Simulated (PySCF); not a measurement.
3-fluoro-4-methyl-2H-oxete (C₄H₅FO), SMILES O1C(=C(C1)F)C.

The structure is a stationary point at r2SCAN-D4/def2-SVP.

The numbers are results of TDA-B3LYP/def2-SVPD in PySCF, not measurements.

Vertical excitations. Isolated molecule, no solvent. State labels are in the subgroup Cs.

```tsv
state	symmetry	energy (eV)	λ (nm)	f	main pairs
S1	A"	5.53	224	0.004	HOMO→LUMO 95 %
S2	A"	5.87	211	0.003	HOMO→LUMO+2 75 %, HOMO→LUMO+3 19 %
S3	A"	6.20	200	0.000	HOMO→LUMO+3 80 %, HOMO→LUMO+2 20 %
S4	A'	6.58	188	0.174	HOMO→LUMO+1 85 %
S5	A"	7.05	176	0.017	HOMO→LUMO+4 97 %
S6	A'	7.28	170	0.056	HOMO→LUMO+5 96 %
S7	A"	7.43	167	0.002	HOMO→LUMO+6 98 %
S8	A"	8.07	154	0.007	HOMO→LUMO+7 98 %
S9	A"	8.39	148	0.001	HOMO→LUMO+9 95 %
S10	A'	8.48	146	0.043	HOMO→LUMO+8 86 %
T1	A'	4.01	309	0	HOMO→LUMO+1 96 %
T2	A"	5.33	233	0	HOMO→LUMO 81 %, HOMO→LUMO+2 14 %
T3	A"	5.65	219	0	HOMO→LUMO+2 58 %, HOMO→LUMO+3 20 %, HOMO→LUMO 16 %
T4	A"	6.17	201	0	HOMO→LUMO+3 75 %, HOMO→LUMO+2 24 %
```
Triplets are in the Tamm–Dancoff approximation.
